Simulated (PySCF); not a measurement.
C4H11O2 (cation, charge +1), SMILES COCC[OH+]C at its GFN2-xTB optimised geometry (Å):

```
17

C      1.0186    -2.2510    -2.5795
O      0.8386    -1.7734    -1.2564
C     -0.4658    -1.3864    -0.9279
C     -0.6979     0.1200    -1.1255
O     -0.0894     0.8457     0.0000
C      1.3652     0.8457     0.0000
H      0.3916    -3.1257    -2.7668
H      2.0649    -2.5360    -2.6533
H      0.7970    -1.4801    -3.3236
H     -0.6228    -1.6282     0.1286
H     -1.2072    -1.9326    -1.5216
H     -1.7647     0.3431    -1.0958
H     -0.2603     0.4636    -2.0667
H     -0.4019     1.7734     0.0000
H      1.6924     1.2660     0.9493
H      1.6953    -0.1910    -0.0832
H      1.7647     1.4266    -0.8315
```

Level of theory: PySCF with CAM-B3LYP/def2-SVP.

Map of the electrostatic potential (hartree/e), clipped to [0.08, 0.27] on the plane z = 0.8 Å:

```
| ....:::----===------::::....|
|....:::--==========---::::...|
|...:::--==+++++++===----:::..|
|..:::--==+***#***++===---:::.|
|..::--==+*##%%%##**++==---::.|
|.:::--=+*#%@@@@@%#***+==--:::|
|.::--==+*#@@@@@@@%%##*++=--::|
|.::--=++*%@@@@@@@@@@@@#+==-::|
|:::--=+*#%@@@@@@@@@@@@@#+=--:|
|:::--=+**#@@@@@@@@@@@@@%+=--:|
|::--==++*#%@@@@@@@@@@@@%*=--:|
|::--==++**#%@@@@@@@@@@@#+=--:|
|::---==++***%@@@@@@@@@@*+=--:|
|:::--==+++***#@@@@@@@@#*+=--:|
|:::--==++++++*#%%@@@@#*+==-::|
|:::--===+++++**###%%%#*+=--::|
|.::---==+++***********+=--:::|
|.:::--===+******++++++==-:::.|
|.:::---==+*%%#*++=====--:::..|
|..:::--==+#@@@*+==-----:::...|
|..::::--=+#@@@*+=--::::::....|
|...:::--==*%%#+=-:::::.......|
|....:::--=++*+=-:::........  |
|.....:::---==--:::........   |
| .....::::----:::......      |
|  .....::::::::......        |
|   .......:::......          |
|    ..............           |
|      ..........             |
```
Scale: ten equal steps from 0.079 (start of ' ') to 0.266 (end of '@'), in the order ' .:-=+*#%@'; x runs from -4.00 to 4.00, y from -4.00 (bottom) to 4.00 (top).
